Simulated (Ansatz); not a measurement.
**A geometry optimisation of BGeHSi with B3LYP/6-31G***

The starting geometry of this gas-phase singlet was optimised with GFN2-xTB.

```xyz
4

B    -0.8105   -0.7219    0.9309
Ge   -2.1287   -0.3530   -0.3773
Si    0.4354    0.4881    0.4994
H     1.5387    1.4393    0.2441
```

Q: Predict what becomes of its bonds when it is optimised with B3LYP/6-31G*.

A: A new bond forms, giving a structure given below by its coordinates. Contacts that close: Ge2–Si3 (2.84 → 2.57 Å).

The energy falls by 0.14 eV over 6 steps:

```
step  E − E(last) (eV)
   1             0.141
   2             0.036
   3             0.002
   4             0.000
   5             0.000
   6             0.000
```

Final geometry (Å):

```xyz
4

B    -0.7862   -0.8045    1.0365
Ge   -1.9761   -0.2268   -0.4066
Si    0.3459    0.4598    0.4671
H     1.4511    1.4241    0.2002
```

No frequencies were run, so the end isn't proven a minimum. Run with Ansatz 0.2.0, 46 s on 1 thread of AMD EPYC (Zen 3), on a shared host.
